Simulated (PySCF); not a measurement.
Electrostatic solvation of a mixed set.

Level: PBE0/pcSseg-1 in PySCF, non-relativistic, each on one gas-phase PBE0-D3(BJ)/def2-SVP geometry that isn't relaxed in the solvent. The solvent is an IEF-PCM continuum (Bondi radii, 1.10 Å for H, scaled by 1.2). Only the electrostatic response of the medium enters.

Question: Order them by E(solvent) − E(gas) in tetrahydrofuran (ε = 7.426), most negative first (kJ/mol).
A. `[CH2:1]=[N:2][SiH2:3][O:4][CH2:5][CH3:6]` with C1–N2–Si3–O4 124°, N2–Si3–O4–C5 58°, Si3–O4–C5–C6 -171°
B. `[CH3:1][C:2](=[O:3])[CH2:4][P:5]1[CH2:6][CH:7]=[CH:8][CH2:9]1` with C1–C2–C4–P5 -88°, C2–C4–P5–C6 -169°, C4–P5–C6–C7 84°, P5–C6–C7–C8 10°, C7–C8–C9–P5 -10°, C4–P5–C9–C8 -85°
C. `[CH3:1][C:2]#[C:3][C@@H:4]1[CH2:5][Si@@H:6]1[N:7]([CH3:8])[CH3:9]` with C5–Si6–N7–C8 -61°
D. `[OH:1][Si@H:2]1[CH2:3][CH2:4][CH2:5][NH:6]1` with H–O1–Si2–C3 -63°, O1–Si2–C3–C4 99°, Si2–C3–C4–C5 37°, C3–C4–C5–N6 -41°, C4–C5–N6–Si2 25°

Answer: B (-22.1), D (-18.2), A (-14.5), C (-13.1).

```csv
SMILES,charge,ΔE (kJ/mol),polarisation term (kJ/mol),HOMO shift (eV),dipole gas (D),dipole solvent (D),atoms
CC(=O)CP1CC=CC1,0,-22.1,-25.3,+0.02,2.48,3.30,20
O[Si@H]1CCCN1,0,-18.2,-19.7,+0.10,2.17,2.61,15
C=N[SiH2]OCC,0,-14.5,-16.4,-0.01,1.02,1.34,15
CC#C[C@@H]1C[Si@@H]1N(C)C,0,-13.1,-14.6,-0.03,1.42,1.80,22
```

The polarisation term is half the interaction of the solute with the induced surface charges.
